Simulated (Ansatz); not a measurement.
`C[NH][Ga]([F])[F]` → `[CH2]` (triplet) + `[NH2][Ga]([F])[F]` at 500 K and 1 bar (formal loss of a carbene).

Calculated with Ansatz (gas phase, PBE0-D4/def2-TZVP geometries, no zero-point term in ΔE). CCSD(T)/CBS adds triple-zeta CCSD(T) − MP2 to the extrapolated MP2 energy (def2 sets, frozen cores). This one scheme is used for every species. Triplets are unrestricted, without spin–orbit coupling. For Ga outer-core shells are correlated without core-valence functions, which leaves a few kJ/mol of doubt a bond. Scalar relativity is left out up to krypton. One conformer a species, not always the lowest.

| species | CCSD(T)/CBS energy (Eh) | H − E (kJ/mol) | S (J/(mol·K)) |
| --- | --- | --- | --- |
| `C[NH][Ga]([F])[F]` | -2218.78622 | 198.2 | 417.7 |
| `[CH2]` (triplet) | -39.09499 | 62.7 | 213.9 |
| `[NH2][Ga]([F])[F]` | -2179.54122 | 114.1 | 369.5 |

H − E and S are ideal-gas, rigid-rotor, harmonic terms from PBE0-D4/def2-TZVP, for one conformer and one mirror image of each species, with the whole ground term of open shells counted as degenerate. 1 Eh = 2625.50 kJ/mol, R = 8.31446 J/(mol·K).

**Question.** By hand: ΔE, ΔH, ΔS and ΔG.

**Answer.** ΔE = (-39.09499) + (-2179.54122) − (-2218.78622) = 0.15001 Eh = 393.9 kJ/mol. Δ(H − E) = 62.7 + 114.1 − 198.2 = -21.4, so ΔH = 372.5 kJ/mol. ΔS = 213.9 + 369.5 − 417.7 = 165.7 J/(mol·K). ΔG = 372.5 − 500 × (165.7)/1000 = 289.6 kJ/mol.

**Question.** By hand: the equilibrium constant, and the temperature at which ΔG would vanish if ΔH and ΔS stayed fixed.

**Answer.** log₁₀ K = −ΔG/(RT ln 10) = -30.3. ΔG = 0 at ΔH/ΔS = 2248 K.

The number of gas molecules changes by +1, which sets the sign of ΔS. A doubt of 5 kJ/mol in ΔE shifts log₁₀ K by 0.5 here. Other conformers and mirror images would add mixing entropy, several J/(mol·K) or more a flexible species. A triplet takes part, so the spin changes. These are equilibria of isolated gas molecules and say nothing of rates. Largest T1 diagnostic: 0.014 (customary marks: 0.02 for closed shells, 0.045 for open ones).
